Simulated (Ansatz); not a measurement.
Compare A (`N#CCCCCC#N`) with its isomer B (`NNc1ccccc1`).

Gas-phase electronic energies from Ansatz, PBE0-D4/def2-TZVP geometries. CCSD(T)/CBS is the MP2 limit (def2-TZVPP, def2-QZVPP) plus CCSD(T) − MP2 in def2-TZVPP, frozen cores. DFT in def2-TZVPP. Each species was taken in one conformer, which may not be the lowest.

**Question.** Which isomer does CCSD(T)/CBS put lower? Give the gap. (Best estimate.)

**Answer.** Computed: A, by 47.9 kJ/mol.

**Question.** Give E(B) − E(A) in kJ/mol with MP2/def2-TZVPP, PBE-D4, CCSD(T)/def2-TZVPP, LDA (SPW92), r2SCAN-D4, CCSD/def2-TZVPP, CCSD(T)/def2-SVP. (Estimate.)

**Answer.** The calculation gave: MP2/def2-TZVPP 54.0, PBE-D4 -13.4, CCSD(T)/def2-TZVPP 64.8, LDA (SPW92) -83.0, r2SCAN-D4 -2.6, CCSD/def2-TZVPP 75.6, CCSD(T)/def2-SVP 74.1. The order is the other way round with PBE-D4, LDA (SPW92), r2SCAN-D4.

**Question.** Does the order hold for the free energy at 298.15 K (harmonic terms from PBE0-D4)? (Estimate.)

**Answer.** Ansatz gave: Yes: G(B) − G(A) = +67.3 kJ/mol, for one conformer each. Modes under 60 cm⁻¹, often nearly free rotors, make the harmonic entropy too high.

Largest T1 diagnostic: 0.012.

From BLYP to BHLYP (50 % exact exchange), in def2-TZVPP and without D4, E(B) − E(A) moves by −6.6 kJ/mol. The D4 term adds −11.7 kJ/mol with B3LYP and −5.7 kJ/mol with PBE0; it sums over pairs of atoms, weighted by their polarisabilities, and B3LYP, whose exchange is more repulsive, gets the larger term.

B3LYP here is the variant with VWN-RPA as its local correlation; programs differ in this.
